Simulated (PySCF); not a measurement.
A PySCF script (with the pyscf-properties extension) for the NMR shieldings of `InChI=1S/C3H12FPSi3/c1-8-3(7-4)2-6-5-8/h3,5,8H,2,6-7H2,1H3/t3-,8-/m0/s1`, on a GFN2-xTB geometry:

```python
import basis_set_exchange as bse
import numpy as np
from pyscf import gto, dft
from pyscf.prop import nmr

atoms = """
C    -2.281404   -1.126537    0.765151
Si   -0.766310   -0.890171   -0.352026
P     0.802593   -2.494033   -0.133235
Si    2.425605   -0.976795    0.126846
C     1.603467    0.664870   -0.422977
C     0.153694    0.750238    0.063963
Si   -0.725738    2.288761   -0.604154
F    -2.273536    2.201404   -0.153600
H    -2.977868   -0.307125    0.627360
H    -2.794862   -2.050555    0.522575
H    -2.009376   -1.164062    1.815976
H    -1.155583   -0.907075   -1.773987
H     0.597362   -2.707226    1.214845
H     3.561746   -1.309641   -0.733943
H     2.874398   -0.871418    1.520569
H     1.621649    0.710506   -1.514148
H     2.175885    1.523936   -0.069595
H     0.175773    0.828447    1.158365
H    -0.245776    3.526262   -0.003378
H    -0.766868    2.320893   -2.057645
"""
names = dict.fromkeys(["C", "Si", "P", "F", "H"], "pcSseg-1")
basis = {el: gto.basis.parse(bse.get_basis(n, elements=[el], fmt="nwchem")) for el, n in names.items()}
mol = gto.M(atom=atoms, basis=basis, charge=0, verbose=0)
mf = dft.RKS(mol, xc="PBE0")
mf.grids.level = 2
mf.grids.alignment = dft.numint.BLKSIZE   # the property module wants whole blocks of grid points
mf.conv_tol = 1e-9
mf.kernel()

calc = nmr.RKS(mf)   # GIAO
C = mf.mo_coeff
Co = C[:, mf.mo_occ > 0]
resp = mf.gen_response(singlet=True, hermi=2)
def vind(x):   # induced exchange potential for any number of trial vectors
    d = np.einsum("pi,xij,qj->xpq", C, 2 * x.reshape(-1, C.shape[1], Co.shape[1]), Co, optimize=True)
    return np.einsum("xpq,pi,qj->xij", resp(d - d.transpose(0, 2, 1)), C, Co, optimize=True).ravel()
mo1, _ = nmr.rhf.solve_mo1(calc, with_cphf=vind)
sigma = calc.kernel(mo1)
for i, s in enumerate(sigma):   # ppm
    w = np.linalg.eigvalsh((s + s.T) / 2)
    print("%2d %-2s iso %8.1f  s11 %8.1f  s22 %8.1f  s33 %8.1f" % (i, mol.atom_pure_symbol(i), w.mean(), *w))
```

Task: What are the results?

Result: 
```
 0 C  iso    188.2  s11    184.1  s22    186.4  s33    194.2
 1 Si iso    336.0  s11    244.1  s22    369.2  s33    394.8
 2 P  iso    661.2  s11    584.3  s22    659.1  s33    740.1
 3 Si iso    373.1  s11    281.8  s22    397.6  s33    439.9
 4 C  iso    179.3  s11    162.3  s22    177.4  s33    198.1
 5 C  iso    169.0  s11    151.2  s22    173.5  s33    182.4
 6 Si iso    338.9  s11    287.9  s22    333.5  s33    395.3
 7 F  iso    387.7  s11    359.8  s22    370.0  s33    433.2
 8 H  iso     30.8  s11     24.5  s22     29.7  s33     38.2
 9 H  iso     31.2  s11     26.0  s22     28.3  s33     39.4
10 H  iso     31.5  s11     27.3  s22     29.6  s33     37.6
11 H  iso     27.1  s11     23.3  s22     25.3  s33     32.6
12 H  iso     31.6  s11     25.6  s22     27.8  s33     41.5
13 H  iso     27.1  s11     22.4  s22     24.8  s33     34.0
14 H  iso     27.1  s11     23.2  s22     24.5  s33     33.7
15 H  iso     31.5  s11     26.0  s22     29.5  s33     39.0
16 H  iso     30.6  s11     24.1  s22     28.7  s33     39.1
17 H  iso     31.4  s11     27.7  s22     29.5  s33     37.1
18 H  iso     26.3  s11     22.1  s22     24.9  s33     31.9
19 H  iso     26.8  s11     23.4  s22     25.3  s33     31.5
```

These numbers come from an equivalent density-fitted implementation of the same equations, which agrees with the script to about 0.01 ppm for H and up to a few tenths of a ppm for heavy atoms, so last digits may differ.

Size and cost of the density-fitted run: 224 basis functions, 86 s wall time on 1 thread of an Arm Neoverse N1, shared host; peak memory 1.1 GiB.
